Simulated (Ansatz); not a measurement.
Consider the formal exchange of groups at a Zn–Br bond: `[F][Zn][Br]` + `BCCl` → `B[CH](Cl)[Zn][F]` + HBr.

Computed with Ansatz on PBE0-D4/def2-TZVP structures; ΔE is electronic, products minus reactants. CBS: MP2 limit from def2 TZ/QZ plus the TZ coupled-cluster correction, frozen cores. DFT in def2-TZVPP. For Br, Zn outer-core shells are correlated without core-valence functions, which leaves a few kJ/mol of doubt a bond. Scalar relativity is left out up to krypton. One conformer a species, not always the lowest.

CCSD(T)/CBS gives +113.9 kJ/mol.

(1) Another level gave +89.9 kJ/mol. Which?
A. PBE0-D4/def2-TZVPP
B. PBE/def2-TZVPP
C. HF/def2-TZVPP
D. r2SCAN-D4/def2-TZVPP

Largest T1 diagnostic among the species: 0.015.

Results:

(1) B. PBE 89.9, r2SCAN-D4 100.1, PBE0-D4 104.5, HF/def2-TZVPP 173.4 kJ/mol.

From PBE to PBE0 (25 % exact exchange), in def2-TZVPP and without D4, ΔE moves by +17.7 kJ/mol. In def2-TZVPP, CCSD(T) changes the Hartree–Fock value by −70.8 kJ/mol (the triples alone add −11.1 kJ/mol) and MP2 by −73.8 kJ/mol. The D4 term adds −5.9 kJ/mol with B3LYP and −3.2 kJ/mol with PBE0; it sums over pairs of atoms, weighted by their polarisabilities, and B3LYP, whose exchange is more repulsive, gets the larger term.

B3LYP here is the variant with VWN-RPA as its local correlation; programs differ in this.
